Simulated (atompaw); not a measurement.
**An all-electron radial function and its pseudo partner (nitrogen)**

Columns: radius, all-electron u(r) and pseudo u(r) of the 2p shell (level -20.82 eV) of nitrogen in the configuration [He] 2s2 2p2; LDA (PW92), non-relativistic, PAW (atompaw) scheme, atompaw 4.2.0.5.

| r (bohr) | all-electron | pseudo |
| --- | --- | --- |
| 0.102 | 0.0850 | 0.0057 |
| 0.204 | 0.2485 | 0.0225 |
| 0.306 | 0.4174 | 0.0498 |
| 0.408 | 0.5631 | 0.0862 |
| 0.510 | 0.6770 | 0.1301 |
| 0.612 | 0.7585 | 0.1797 |
| 0.713 | 0.8104 | 0.2322 |
| 0.815 | 0.8381 | 0.2863 |
| 0.917 | 0.8456 | 0.3393 |
| 1.019 | 0.8374 | 0.3889 |
| 1.121 | 0.8172 | 0.4331 |
| 1.223 | 0.7884 | 0.4703 |
| 1.325 | 0.7536 | 0.4990 |
| 1.427 | 0.7148 | 0.5185 |
| 1.529 | 0.6736 | 0.5285 |
| 1.631 | 0.6315 | 0.5290 |
| 1.733 | 0.5892 | 0.5207 |
| 1.835 | 0.5475 | 0.5047 |
| 1.937 | 0.5070 | 0.4824 |
| 2.038 | 0.4685 | 0.4556 |
| 2.140 | 0.4313 | 0.4255 |
| 2.242 | 0.3961 | 0.3940 |
| 2.344 | 0.3629 | 0.3623 |
| 2.446 | 0.3318 | 0.3317 |
| 2.548 | 0.3029 | 0.3029 |
| 2.650 | 0.2760 | 0.2760 |

**Question.** How many radial nodes do the two functions have?

**Answer.** The all-electron 2p function has n − l − 1 = 0; the pseudo-wave has 0.

**Question.** Is the pseudo-wave norm-conserving?

**Answer.** No, it belongs to a PAW set: the norm inside the radius is not constrained, and the difference is carried by the augmentation charge.
